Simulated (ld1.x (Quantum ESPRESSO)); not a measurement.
## An all-electron radial function and its pseudo partner (potassium (K))

Columns: radius, all-electron u(r) and pseudo u(r) of the 4p shell (level -1.47 eV) of potassium in the configuration [Ne] 3s2 3p6 3d1 4s0 4p0; PBEsol, scalar-relativistic, ultrasoft scheme, ld1.x (Quantum ESPRESSO) 7.5.

```json
{"r (bohr)": "0.235", "all-electron": "0.0683", "pseudo": "-0.0336"}
{"r (bohr)": "0.470", "all-electron": "-0.0114", "pseudo": "-0.1167"}
{"r (bohr)": "0.705", "all-electron": "-0.0931", "pseudo": "-0.2056"}
{"r (bohr)": "0.940", "all-electron": "-0.1270", "pseudo": "-0.2559"}
{"r (bohr)": "1.175", "all-electron": "-0.1199", "pseudo": "-0.2452"}
{"r (bohr)": "1.410", "all-electron": "-0.0881", "pseudo": "-0.1820"}
{"r (bohr)": "1.645", "all-electron": "-0.0440", "pseudo": "-0.0949"}
{"r (bohr)": "1.880", "all-electron": "0.0044", "pseudo": "-0.0131"}
{"r (bohr)": "2.115", "all-electron": "0.0527", "pseudo": "0.0501"}
{"r (bohr)": "2.350", "all-electron": "0.0985", "pseudo": "0.0985"}
{"r (bohr)": "2.585", "all-electron": "0.1406", "pseudo": "0.1406"}
{"r (bohr)": "2.820", "all-electron": "0.1785", "pseudo": "0.1785"}
{"r (bohr)": "3.055", "all-electron": "0.2123", "pseudo": "0.2123"}
{"r (bohr)": "3.290", "all-electron": "0.2420", "pseudo": "0.2420"}
{"r (bohr)": "3.525", "all-electron": "0.2679", "pseudo": "0.2679"}
{"r (bohr)": "3.760", "all-electron": "0.2901", "pseudo": "0.2901"}
{"r (bohr)": "3.995", "all-electron": "0.3090", "pseudo": "0.3090"}
{"r (bohr)": "4.230", "all-electron": "0.3251", "pseudo": "0.3251"}
{"r (bohr)": "4.465", "all-electron": "0.3392", "pseudo": "0.3392"}
{"r (bohr)": "4.700", "all-electron": "0.3516", "pseudo": "0.3516"}
{"r (bohr)": "4.935", "all-electron": "0.3622", "pseudo": "0.3622"}
{"r (bohr)": "5.170", "all-electron": "0.3707", "pseudo": "0.3707"}
{"r (bohr)": "5.405", "all-electron": "0.3771", "pseudo": "0.3771"}
{"r (bohr)": "5.640", "all-electron": "0.3815", "pseudo": "0.3815"}
{"r (bohr)": "5.875", "all-electron": "0.3841", "pseudo": "0.3841"}
{"r (bohr)": "6.110", "all-electron": "0.3849", "pseudo": "0.3849"}
```

Question: How many radial nodes do the two functions have?

Answer: The all-electron 4p function has n − l − 1 = 2; the pseudo-wave has 1, since 1 lower shell of the same l stays in the valence.

Question: At about which radius was the pseudo-wave matched?

Answer: 2.45 bohr, where the columns begin to agree (steps of 0.23 bohr).

Question: Is the pseudo-wave norm-conserving?

Answer: No, it belongs to an ultrasoft set: the norm inside the radius is not constrained, and the difference is carried by the augmentation charge.
